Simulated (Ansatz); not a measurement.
Cost and result for the atomization energy of F2H6N2Si2, SMILES `N[SiH2][Si](N)(F)F` (12 atoms, 11 bonds).

Cartesian coordinates in Å:
```
N 1.5608 0.2340 -1.7323
Si 1.1789 -0.3370 -0.1589
Si -0.9104 0.5420 0.4037
N -1.6965 -0.3900 1.5741
F -0.8693 2.0277 0.9788
F -1.7277 0.6889 -0.9686
H 0.8340 0.3149 -2.4244
H 2.4567 0.0556 -2.1552
H 1.0803 -1.8248 -0.0026
H 2.2266 0.1093 0.7968
H -1.6934 -1.3954 1.5414
H -2.4399 -0.0252 2.1472
```

Total charge 0; spin multiplicity 1. Geometry: relaxed with PBE0-D4/def2-TZVP. It is one conformer, not always the lowest. Program: Ansatz. All runs use 2 threads of an AMD EPYC 7R13 on a shared host and a share of an NVIDIA H100 80 GB. Times are those of one run each, without the atoms' runs, and a repeat can differ threefold. Electronic energies, without spin–orbit coupling; frozen cores. CCSD(T)/CBS adds CCSD(T) − MP2 in def2-TZVPP to the MP2 limit, and its time is that of the two runs behind it. T1 = 0.012. B3LYP takes the VWN-RPA correlation (the form of Gaussian; ORCA's B3LYP/G).

CCSD(T)/CBS is a level of theory with its own doubt, some kJ/mol a heavy atom from the limit and from the frozen cores, so smaller differences don't rank the functionals.

```tsv
level	functions	wall time	atomization (kcal/mol)	difference from CCSD(T)/CBS	per bond
PBE-D4/def2-TZVPP (with forces)	292	3.3 s	1057.5	6.8	0.6
B2PLYP/def2-TZVPP	292	4.4 s	1034.7	-16.0	-1.5
ωB97X-V/def2-TZVPP	292	4.4 s	1053.7	3.0	0.3
r2SCAN-D4/def2-TZVPP (with forces)	292	4.9 s	1042.3	-8.4	-0.8
CCSD(T)/def2-TZVPP	292	5.5 s	1014.1	-36.6	-3.3
PBE0-D4/def2-TZVPP	292	6 s	1036.0	-14.7	-1.3
MP2/def2-QZVPP	548	6 s	1056.1	5.4	0.5
B3LYP-D4/def2-TZVPP (with forces)	292	6 s	1046.7	-4.0	-0.4
ωB97M-V/def2-TZVPP (with forces)	292	6.5 s	1050.2	-0.5	0.0
CCSD(T)/CBS(def2)	–	12 s	1050.7	0.0	0.0
```

In def2-TZVPP, CCSD(T) changes the Hartree–Fock value by +272.1 kcal/mol (the triples alone add +14.7 kcal/mol) and MP2 by +291.8 kcal/mol; breaking electron pairs costs correlation energy, which Hartree–Fock lacks. From PBE to PBE0 (25 % exact exchange), in def2-TZVPP and without D4, the atomization energy moves by −20.5 kcal/mol: exact exchange takes away binding that semilocal exchange gives to molecules. The D4 term adds +10.6 kcal/mol with B3LYP and +5.6 kcal/mol with PBE0; it sums over pairs of atoms, weighted by their polarisabilities, and B3LYP, whose exchange is more repulsive, gets the larger term.
